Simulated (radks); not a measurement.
Neutral hafnium inside a hard spherical wall (all orbitals vanish at R), configuration held at [Xe] 4f14 5d2 6s2 and not refilled when levels cross. Method: scalar-relativistic Kohn-Sham, PBE, spin-unpolarised, spherical densities, finite nucleus; Fermi nuclear charge, rms radius 5.347 fm; computed with a radial shooting solver on a logarithmic mesh with Libxc functionals. Eigenvalues in eV, with the zero of energy where the potential of the charges vanishes at infinity; a dash marks a level that is unbound or too diffuse for the functional's potential to be trusted. A positive occupied level is held by the wall or, in an anion where self-interaction has pushed it up, behind a barrier. The pressure on the wall is -dE/dV.

[
 {"R (bohr)": "free", "E (hartree)": "-15076.1611", "kinetic (hartree)": "16513.185", "e(5p)": "-35.577", "e(4f)": "-16.839", "e(6s)": "-5.107", "e(5d)": "-2.690", "e(6p, empty)": "-1.397", "e(7s, empty)": "-", "pressure (GPa)": "0"},
 {"R (bohr)": "15", "E (hartree)": "-15076.1611", "kinetic (hartree)": "16513.185", "e(5p)": "-35.576", "e(4f)": "-16.838", "e(6s)": "-5.106", "e(5d)": "-2.690", "e(6p, empty)": "-1.390", "e(7s, empty)": "0.213", "pressure (GPa)": "< 0.0001"},
 {"R (bohr)": "12", "E (hartree)": "-15076.1609", "kinetic (hartree)": "16513.186", "e(5p)": "-35.561", "e(4f)": "-16.823", "e(6s)": "-5.096", "e(5d)": "-2.677", "e(6p, empty)": "-1.345", "e(7s, empty)": "0.790", "pressure (GPa)": "0.00209"},
 {"R (bohr)": "10", "E (hartree)": "-15076.1600", "kinetic (hartree)": "16513.194", "e(5p)": "-35.488", "e(4f)": "-16.749", "e(6s)": "-5.045", "e(5d)": "-2.614", "e(6p, empty)": "-1.195", "e(7s, empty)": "1.871", "pressure (GPa)": "0.0257"},
 {"R (bohr)": "7", "E (hartree)": "-15076.1355", "kinetic (hartree)": "16513.353", "e(5p)": "-34.587", "e(4f)": "-15.822", "e(6s)": "-4.313", "e(5d)": "-1.828", "e(6p, empty)": "0.222", "e(7s, empty)": "7.937", "pressure (GPa)": "1.31"},
 {"R (bohr)": "6", "E (hartree)": "-15076.0860", "kinetic (hartree)": "16513.608", "e(5p)": "-33.500", "e(4f)": "-14.691", "e(6s)": "-3.256", "e(5d)": "-0.845", "e(6p, empty)": "1.985", "e(7s, empty)": "13.883", "pressure (GPa)": "5.30"},
 {"R (bohr)": "3.5", "E (hartree)": "-15074.7747", "kinetic (hartree)": "16518.569", "e(5p)": "-23.852", "e(4f)": "-3.958", "e(6s)": "14.459", "e(5d)": "10.285", "e(6p, empty)": "27.527", "e(7s, empty)": "80.294", "pressure (GPa)": "360"},
 {"R (bohr)": "3", "E (hartree)": "-15073.3003", "kinetic (hartree)": "16524.013", "e(5p)": "-17.859", "e(4f)": "3.024", "e(6s)": "30.626", "e(5d)": "18.446", "e(6p, empty)": "48.621", "e(7s, empty)": "127.94", "pressure (GPa)": "1150"},
 {"R (bohr)": "2.5", "E (hartree)": "-15069.5198", "kinetic (hartree)": "16537.746", "e(5p)": "-5.791", "e(4f)": "16.515", "e(6s)": "66.325", "e(5d)": "35.132", "e(6p, empty)": "92.123", "e(7s, empty)": "219.46", "pressure (GPa)": "4550"},
 {"R (bohr)": "1.5", "E (hartree)": "-15013.8586", "kinetic (hartree)": "16715.665", "e(5p)": "119.78", "e(4f)": "117.86", "e(6s)": "417.54", "e(5d)": "195.08", "e(6p, empty)": "477.73", "e(7s, empty)": "938.75", "pressure (GPa)": "180000"}
]
